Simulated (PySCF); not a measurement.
**The 34-electron isoelectronic series, spin-free X2C**

All values are computed (PySCF 2.14, energy differences of UHF-based or UKS calculations, no spin-orbit coupling). Each ion has its own even-tempered basis scaled to its charge (22s15p11d5f5g for the first); frozen: [Ne]. Ionisation energies in eV.

```csv
ion,configuration,UHF,LDA,PBE,PBE0,r2SCAN,MP2 (outer shells),"NIST (with spin-orbit, Breit and QED)"
Nb⁷⁺,[Ar] 3d10 4s2 4p4 (3P),135.76,137.69,137.26,137.26,137.36,136.90,136 ± 2.1 (t)
Mo⁸⁺,[Ar] 3d10 4s2 4p4 (3P),161.79,n/a,n/a,n/a,n/a,n/a,164.12 ± 0.09
Ru¹⁰⁺,[Ar] 3d10 4s2 4p4 (3P),219.39,221.54,221.07,221.04,221.11,220.58,219.9 ± 2.4 (t)
Sb¹⁷⁺,[Ar] 3d10 4s2 4p4 (3P),478.82,n/a,n/a,n/a,n/a,n/a,479 ± 3 (t)
Te¹⁸⁺,[Ar] 3d10 4s2 4p4 (3P),523.11,525.77,525.18,525.10,525.13,524.39,522 ± 3 (t)
Pr²⁵⁺,[Ar] 3d10 4s2 4p4 (3P),883.52,886.59,886.01,885.84,885.72,884.87,880 ± 4 (t)
Nd²⁶⁺,[Ar] 3d10 4s2 4p4 (3P),942.36,945.47,944.89,944.71,944.58,943.70,939 ± 4 (t)
Pm²⁷⁺,[Ar] 3d10 4s2 4p4 (3P),1002.9,1006.0,1005.4,1005.3,1005.1,1004.2,998 ± 4 (t)
Dy³²⁺,[Ar] 3d10 4s2 4p4 (3P),1333.6,1336.9,1336.3,1336.1,1335.9,1335.0,1325 ± 4 (t)
Er³⁴⁺,[Ar] 3d10 4s2 4p4 (3P),1478.9,1482.4,1481.7,1481.5,1481.2,1480.4,1468 ± 5 (t)
```

Each ion has its own basis, which adds noise of up to about 0.1 % along the series.

NIST values marked (s) are semi-empirical, (t) theoretical. Open shells are high-spin determinants of the terms that Hund's rules give; for the heavier ions, far from LS coupling, these are not the ground levels.

Spin-orbit coupling of the open shells is absent from the calculated values and included in NIST's; it grows fast with Z.
